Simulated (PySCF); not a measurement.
C₂H₈F₂Si₂, SMILES C([SiH3])([SiH3])C(F)F.

The structure is a stationary point at B3LYP-D3(BJ)/def2-SVP. The structure was generated by enumeration, and PubChem lists no compound with its InChIKey, so it may never have been made. Other conformers were not sampled.

Level of theory: M06-2X/def2-TZVP in PySCF.

Gas-phase values at a fixed geometry.

Question: Estimate the frontier levels, gap, dipole moment and polarisability. (The exact figures need the calculation; the answer reports its results.)

Answer: 
```yaml
highest_occupied_level: -10.03 eV
lowest_empty_level: 0.91 eV
orbital_gap: 10.94 eV
dipole_moment: 2.04 D
quadrupole, principal values (traceless, Buckingham form, about the centre of nuclear charge): -4.48, -0.89, 5.37 D·Å
mean_static_polarisability: 77.4 bohr³ (11.48 Å³)
polarisability_principal_values: 68.6, 77.2, 86.6 bohr³
```
